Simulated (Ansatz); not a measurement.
C2H5BFN can be A, `C=C(N)BF`, or B, `B/C=C(/N)F`.

Program: Ansatz. Geometries: PBE0-D4/def2-TZVP. ΔE: electronic, gas phase. CCSD(T)/CBS adds triple-zeta CCSD(T) − MP2 to the extrapolated MP2 energy (def2 sets, frozen cores). Functionals use def2-TZVPP. B3LYP here is the variant with VWN-RPA as its local correlation; programs differ in this. One conformer a species, not always the lowest.

**Question.** Which is lower in electronic energy at CCSD(T)/CBS, and by how much? (An estimate is asked.)

**Answer.** The calculation gave: A, by 42.4 kcal/mol.

**Question.** Give E(B) − E(A) in kcal/mol with PBE-D4, MP2/def2-TZVPP, B3LYP-D4, ωB97M-V, LDA (SPW92), CCSD(T)/def2-SVP, PBE0-D4. (An estimate is asked.)

**Answer.** Computed: PBE-D4 37.1, MP2/def2-TZVPP 41.9, B3LYP-D4 39.1, ωB97M-V 38.9, LDA (SPW92) 36.0, CCSD(T)/def2-SVP 41.1, PBE0-D4 37.6. None reverses the order clearly.

**Question.** Does the order hold for the free energy at 298.15 K (harmonic terms from PBE0-D4)? (Estimate.)

**Answer.** Computed: Yes: G(B) − G(A) = +40.9 kcal/mol, for one conformer each.

Largest T1 diagnostic: 0.013.

At CCSD(T), def2-SVP lies −1.3 kcal/mol from the extrapolated value and def2-TZVPP −0.7 kcal/mol. From BLYP to BHLYP (50 % exact exchange), in def2-TZVPP and without D4, E(B) − E(A) moves by +0.9 kcal/mol.
